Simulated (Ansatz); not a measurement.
Ansatz (a first-principles code) input (B2PLYP/def2-TZVPD):

Ansatz 0.2 input:
```yaml
crystal:
  periodic: [false, false, false]
  atoms:
    - {symbol: Zn, position_ang: [-0.00000000, -0.00000000, -0.04961585]}
    - {symbol: H, position_ang: [0.00000000, 0.00000000, 1.48847542]}
basis:
  gaussian:
    orbitals: def2-TZVPD
hamiltonian:
  xc: {name: B2PLYP}
total_charge: 2
magnetization: {spin_polarized: true, initial_magnetization: 1}
correlation: {electrons: outside_noble_gas}
```

End of the output:

```
integrals: 0.02 GiB planned
497 factors; integrals over basis functions are off by at most 8.8e-4 eV
mean field: 0.19 GiB planned
mean field evaluation 1: about -48395.7618 eV, gradient 8.0e0 eV
mean field evaluation 2: about -48395.7749 eV, gradient 7.9e0 eV
mean field evaluation 4: about -48395.9296 eV, gradient 1.4e0 eV
mean field evaluation 8: about -48395.9335 eV, gradient 2.0e-2 eV
mean field evaluation 16: about -48395.9336 eV, gradient 2.3e-6 eV
mean field -48395.93355370 eV, -1778.5177541564 hartree, gradient 2.3e-6 eV, S^2 0.752241; 0 other end points of the search recorded, 0 dependent functions left out
9 core orbitals not correlated
reference -48395.93365537 eV, -1778.5177578928 hartree; 6, 5 occupied and 45, 46 virtual orbitals, 497 factors
second order -11.13830375 eV of doubles, -0.00000000 eV of singles
Total energy: -48398.94099738 eV, -1778.6282756733 hartree
```

This state (charge 2, doublet) is run at the relaxed geometry of the species with charge 1 and multiplicity 1.
